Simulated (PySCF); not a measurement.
PBE on Se⁻ (selenium, charge -1), [Ar] 3d10 4s2 4p5, 2P determinant. Calculation: PySCF 2.14, in aug-cc-pVTZ-DK (7s6p4d2f, 59 functions); scalar relativity by spin-free X2C-1e.

```
cycle= 1 E= -2429.55828123687  delta_E= -0.0128  |g|= 0.125  |ddm|= 0.335
cycle= 2 E= -2429.55835371025  delta_E= -7.25e-05  |g|= 0.106  |ddm|= 0.144
cycle= 3 E= -2429.56023220547  delta_E= -0.00188  |g|= 0.0206  |ddm|= 0.0923
cycle= 4 E= -2429.56056263668  delta_E= -0.00033  |g|= 0.00204  |ddm|= 0.0427
cycle= 5 E= -2429.56056711347  delta_E= -4.48e-06  |g|= 0.000121  |ddm|= 0.00522
cycle= 6 E= -2429.56056713606  delta_E= -2.26e-08  |g|= 3.51e-05  |ddm|= 0.000562
cycle= 7 E= -2429.5605671376  delta_E= -1.54e-09  |g|= 3.07e-06  |ddm|= 0.000113
cycle= 8 E= -2429.56056713761  delta_E= -9.55e-12  |g|= 6.99e-08  |ddm|= 1.16e-05
converged SCF energy = -2429.56056713761  <S^2> = 0.753774  2S+1 = 2.0037704
```

Highest occupied orbital energy: 0.990 eV; ⟨L²⟩ = 2.03; populations by l: s 8.00, p 17.00, d 10.00, f 0.00.

(1) Can this result be used?

Results:

(1) With care. The calculation finished and met its thresholds. At PBE the highest occupied level has a positive energy, so only the finite basis holds that electron; in a semilocal or global hybrid functional this comes from self-interaction and does not mean that the real anion is unbound.
